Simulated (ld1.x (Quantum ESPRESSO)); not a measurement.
## Before and after: TM semilocal potential for Cl (Z = 17)

- Element: chlorine (Cl)
- Generator: ld1.x (Quantum ESPRESSO) 7.5
- Type: norm-conserving Troullier–Martins (semilocal form)
- Functional: PBE
- Relativity: scalar-relativistic
- Frozen core: [Ne]
- Valence charge: 7
- Reference configuration: 3s2 3p5
- Partial waves: 3p (bound): rc 1.50 bohr; 3d channel at 0.35 Ry: rc 1.35 bohr; 3s (bound): rc 1.25 bohr
- Local potential: the s channel
- Core correction: none

Change: wave 3p (bound): rc 1.50 bohr becomes 3p (bound): rc 1.98 bohr.

Cutoffs: the cutoffs (Ry, on a coarse ladder) from which the occupation-weighted sum of valence levels, in a spherical-Bessel basis at the reference potential, stays within 10 and 1 mRy of its value at 400 Ry; they do not see the model core or the augmentation charge, which bear on the density cutoff. Errors are all-electron minus pseudo energies relative to the spin-unpolarised reference configuration.

Predict the effect on cutoff, ghosts and configuration errors.

The potential gets neither clearly harder nor softer (50 Ry and 80 Ry → 50 Ry and 70 Ry); of the 7 tests that both files solve, the error grows in 3 and shrinks in 0 by more than 15 % and 0.3 meV (median size 1.6 → 2.5 meV); neither file shows a bound ghost. More of the atom is replaced by a form fitted at one configuration, so other configurations suffer. A semilocal file is local in each channel, so a ghost entry of none says nothing of the separable form that plane-wave codes build from it.

```tsv
quantity	base	changed
cutoff, loose	50 Ry	50 Ry
cutoff, tight	80 Ry	70 Ry
bound ghosts	none	none
error for 3s2 3p4, meV [ΔE 13.88 eV]	+1.6	+2.5
error for 3s2 3p3, meV [ΔE 39.32 eV]	+16	+18
error for 3s2 3p2, meV [ΔE 77.63 eV]	+64	+56
error for 3s2 3p4.5, meV [ΔE 5.58 eV]	0.0	+0.2
error for 3s2 3p5.3, meV [ΔE -2.14 eV]	+0.3	+0.4
error for 3s1 3p6, meV [ΔE 12.15 eV]	-0.7	+1.9
error for 3s1 3p5, meV [ΔE 26.58 eV]	+2.5	+9.3
```
